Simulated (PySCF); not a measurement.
## MNa anions for M along the chalcogens

r²SCAN with double-zeta basis sets in PySCF, for the lowest determinant that a PBE0 search found; no spin–orbit coupling. De refers to high-spin ground-configuration atoms (the charge goes to the atom of lower measured ionisation energy or higher electron affinity, which is not always the lowest computed limit). A positive dipole points towards Na; it is taken about the centre of mass and depends on that origin.

```json
{"M": "S", "basis": "def2-SVPD", "charged atom": "S−", "state (unpaired electrons)": "singlet (closed shell)", "Re (Å)": "2.438", "ωe (cm⁻¹)": "347", "De (eV)": "1.62", "μ (D)": "7.00"}
{"M": "Se", "basis": "def2-SVPD", "charged atom": "Se−", "state (unpaired electrons)": "singlet (closed shell)", "Re (Å)": "2.547", "ωe (cm⁻¹)": "283", "De (eV)": "1.61", "μ (D)": "5.05"}
{"M": "Te", "basis": "aug-cc-pVDZ/aug-cc-pVDZ-PP", "charged atom": "Te−", "state (unpaired electrons)": "singlet (closed shell)", "Re (Å)": "2.733", "ωe (cm⁻¹)": "247", "De (eV)": "1.49", "μ (D)": "4.45"}
```

The shortest bond is that of NaS⁻ (2.438 Å), the longest that of NaTe⁻ (2.733 Å).

The rows differ in basis set, which adds steps of its own.

Down a group the atoms grow and get heavier, so bonds lengthen and wavenumbers fall; this series shows no clear exception.

Spin–orbit coupling is left out, which matters for elements this heavy, above all for dissociation energies. For an ion De counts to the pair picked by the measured ionisation energies or electron affinities, which need not be the lowest pair at this level. The highest Kohn–Sham level is positive in some of these anions. Much of that is self-interaction error, but it also means that the finite basis helps to hold the extra electron.
